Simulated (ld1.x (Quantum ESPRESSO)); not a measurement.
## Which change was made? (As, ultrasoft)

| Property | Result |
| --- | --- |
| Element | As |
| Generator | ld1.x (Quantum ESPRESSO) 7.5 |
| Type | ultrasoft |
| Functional | PBE |
| Relativity | scalar-relativistic |
| Frozen core | [Ar] 3d10 |
| Valence charge | 5 |
| Reference configuration | 4s2 4p1.5 (charge +1.5) |
| Partial waves | 4s (bound): rcut 1.60, rcutus 1.85 bohr; 4s channel at -1.35 Ry: rcut 1.60, rcutus 1.85 bohr; 4p (bound): rcut 2.00, rcutus 2.25 bohr; 4p channel at 1.1 Ry: rcut 2.00, rcutus 2.25 bohr |
| Local potential | all-electron potential smoothed inside 1.65 bohr (lloc = -1) |
| Core correction | a·sin(br)/r model core, default radius (core density twice the valence density) |
| Augmentation charge | PSQ, radius 1.20 bohr |

Cutoffs, loose and tight: the cutoffs (Ry, on a coarse ladder) from which the occupation-weighted sum of valence levels, in a spherical-Bessel basis at the reference potential, stays within 10 and 1 mRy of its value at 400 Ry. They do not see the model core or the augmentation charge, which bear on the density cutoff. Test errors are all-electron minus pseudo excitation energies from the reference, over the configurations 4s2 4p3; 4s2 4p2; 4s2 4p1; 4s1 4p0; 4s1 4p4; 4s2 4p2.5; 4s0 4p5; variants that change the core or the reference have their own tests.

The base gives: outcome: generated; cutoff, loose: 10 Ry; cutoff, tight: 15 Ry; bound ghosts: d; largest test error (meV): -312.

(1) After one change the result is: outcome: generated; cutoff, loose: 12 Ry; cutoff, tight: 18 Ry; bound ghosts: d; largest test error (meV): -317. Which change was it?
A. waves 4s (bound): rcut 1.24, rcutus 1.32 bohr; 4s channel at -1.35 Ry: rcut 1.24, rcutus 1.32 bohr
B. waves 4s (bound): rcut 1.50, rcutus 1.60 bohr; 4s channel at -1.35 Ry: rcut 1.50, rcutus 1.60 bohr
C. waves 4s (bound): rcut 1.60, rcutus 2.58 bohr; 4s channel at -1.35 Ry: rcut 1.60, rcutus 2.58 bohr

## Answers

(1) B. The others give: waves 4s (bound): rcut 1.24, rcutus 1.32 bohr; 4s channel at -1.35 Ry: rcut 1.24, rcutus 1.32 bohr → outcome: failed: chargeps: negative rho | waves 4s (bound): rcut 1.60, rcutus 2.58 bohr; 4s channel at -1.35 Ry: rcut 1.60, rcutus 2.58 bohr → outcome: generated; cutoff, loose: 10 Ry; cutoff, tight: 15 Ry; bound ghosts: d; largest test error (meV): -173.
